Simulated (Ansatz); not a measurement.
Reactions of `BN(CC)[SiH2]Cl`.

Program: Ansatz. Geometries: PBE0-D4/def2-TZVP. ΔE: electronic, gas phase. CBS: MP2 limit from def2 TZ/QZ plus the TZ coupled-cluster correction, frozen cores. Functionals use def2-TZVPP. B3LYP here is the variant with VWN-RPA as its local correlation; programs differ in this. For Ge, Se outer-core shells are correlated without core-valence functions, which leaves a few kJ/mol of doubt a bond. Scalar relativity is left out up to krypton. Each species was taken in one conformer, which may not be the lowest.

```tsv
reaction	PBE-D4 (kJ/mol)	PBE0-D4 (kJ/mol)	B3LYP-D4 (kJ/mol)	B2PLYP (kJ/mol)
`BN(CC)[SiH2]Cl` + `N[SiH2]CO` → `BN[SiH2]CO` + `CCN[SiH2]Cl`	2	2	0	-1
`BN(CC)[SiH2]Cl` + `OC(F)F` → `CCOC(F)F` + `BN[SiH2]Cl`	16	16	13	8
`BN(CC)[SiH2]Cl` + `CCCO` → `CCC(C)CO` + `BN[SiH2]Cl`	-24	-27	-24	-27
`BN(CC)[SiH2]Cl` + `[CH3][GeH]([NH2])[F]` → `B[NH][GeH]([CH3])[F]` + `CCN[SiH2]Cl`	-4	-5	-5	-6
`BN(CC)[SiH2]Cl` + `N=C([SiH3])[SeH]` → `N=C([SeH])[SiH2]Cl` + `BN([SiH3])CC`	6	7	7	8
`BN(CC)[SiH2]Cl` + `O[SiH](F)S` → `O[SiH](F)S[SiH2]Cl` + `BNCC`	-30	-27	-21	-19
`BN(CC)[SiH2]Cl` + `C[SeH]` → `C[Se][SiH2]Cl` + `BNCC`	-31	-27	-19	-20
```

(1) Give the CCSD(T)/CBS values in the same order. (Estimate.)

Largest T1 diagnostic: 0.012, for `N=C([SiH3])[SeH]`.

Answers

(1) The calculation gave: 4, 15, -30, -2, 8, -18, -19 kJ/mol.
